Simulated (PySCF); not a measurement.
Species: C₈H₁₆GeO.
Atom-mapped SMILES: `[GeH3:1][O:2][C@:3]12[CH2:4][CH2:5][CH2:6][C@H:7]1[CH2:8][CH2:9][CH2:10]2` (hydrogens: H11, H12, H13 on Ge1; H14, H15 on C4; H16, H17 on C5; H18, H19 on C6; H20 on C7; H21, H22 on C8; H23, H24 on C9; H25, H26 on C10)

Theory: PySCF, PBE0-D3(BJ)/def2-SVP geometry optimisation, gas phase.

Q: List the bond lengths, angles and torsions at this level.

A: 
| bond | length (Å) |
| --- | --- |
| Ge1–O2 | 1.783 |
| O2–C3 | 1.416 |
| C3–C4, C3–C10 | 1.537 |
| C4–C5, C9–C10 | 1.524 |
| C5–C6, C8–C9 | 1.528 |
| C6–C7, C7–C8 | 1.535 |
| C3–C7 | 1.565 |
| Ge1–H11, Ge1–H13 | 1.538 |
| Ge1–H12 | 1.543 |
| C4–H14, C10–H25 | 1.103 |
| C4–H15, C10–H26 | 1.102 |
| C5–H16, C9–H23 | 1.102 |
| C5–H17, C9–H24 | 1.102 |
| C6–H18, C8–H21 | 1.103 |
| C6–H19, C8–H22 | 1.101 |
| C7–H20 | 1.099 |

Bonds in one row agree within 0.01 Å and their mean is given. A selection of angles:
| angle | degrees |
| --- | --- |
| O2–Ge1–H11 | 110.3 |
| O2–Ge1–H12 | 110.9 |
| O2–Ge1–H13 | 103.6 |
| H11–Ge1–H12 | 109.6 |
| H11–Ge1–H13 | 111.2 |
| Ge1–O2–C3 | 124.1 |
| O2–C3–C4 | 110.7 |
| O2–C3–C7 | 108.2 |
| O2–C3–C10 | 113.8 |
| C4–C3–C7 | 104.3 |
| C4–C3–C10 | 114.0 |
| C7–C3–C10 | 105.1 |
| C3–C4–C5 | 104.0 |
| C3–C4–H14 | 109.6 |
| C3–C4–H15 | 111.9 |
| C5–C4–H14 | 109.5 |
| C5–C4–H15 | 114.5 |
| H14–C4–H15 | 107.2 |
| C4–C5–C6 | 101.9 |
| C4–C5–H16 | 113.8 |
| C4–C5–H17 | 109.4 |
| C6–C5–H16 | 113.7 |
| C6–C5–H17 | 110.1 |
| H16–C5–H17 | 107.8 |
| C5–C6–C7 | 104.5 |
| C5–C6–H18 | 109.2 |
| C5–C6–H19 | 113.7 |
| C7–C6–H18 | 109.9 |
| C7–C6–H19 | 112.6 |
| H18–C6–H19 | 106.8 |
| C6–C7–C8 | 115.6 |
| C6–C7–H20 | 110.0 |
| C8–C7–H20 | 111.9 |
| C3–C7–C6 | 105.8 |
| C3–C7–H20 | 107.1 |
| C7–C8–C9 | 104.3 |
| C7–C8–H21 | 112.8 |
| C7–C8–H22 | 110.1 |
| C9–C8–H21 | 113.5 |
| C9–C8–H22 | 109.1 |
| C8–C9–C10 | 102.6 |
| C8–C9–H23 | 110.3 |
| C8–C9–H24 | 113.6 |
| C10–C9–H23 | 110.2 |

Dihedral angles: Ge1–O2–C3–C4 -75° (synclinal); O2–C3–C4–C5 -86° (synclinal); C3–C4–C5–C6 -44° (synclinal); C4–C5–C6–C7 40° (synclinal); C5–C6–C7–C8 -139° (anticlinal); C6–C7–C8–C9 93° (anticlinal); C7–C8–C9–C10 40° (synclinal); C8–C9–C10–C3 -41° (synclinal); O2–C3–C7–C6 113° (anticlinal); O2–C3–C10–C9 145° (anticlinal).

The 5-membered ring C3–C4–C5–C6–C7 has internal angles of 101.9° to 105.8° (sum 521°, against 540° for a flat polygon); it is puckered, 0.19 Å rms from its mean plane, widest ring torsion 44°. The 9 C–C bonds span 1.523 Å (C4–C5, drawn single) to 1.565 Å (C3–C7, drawn single), a spread of 0.042 Å. The 5-membered ring C3–C7–C8–C9–C10 has internal angles of 102.6° to 105.9° (sum 522°, against 540° for a flat polygon); it is puckered, 0.18 Å rms from its mean plane, widest ring torsion 41°. Ge1 (germanium bonded to O and 3 H) is distorted tetrahedral (angles from 103.6° to 111.2°). Of the pairs four or more bonds apart, H14···H23 is among the closest relative to their van der Waals radii: 2.41 Å, 100 % of the sum of Bondi's values.

Point group: C1 (no symmetry element, even within 0.4 Å). PBE0-D3(BJ)/def2-SVP frequencies: not computed here. The numbers are those of one conformer.
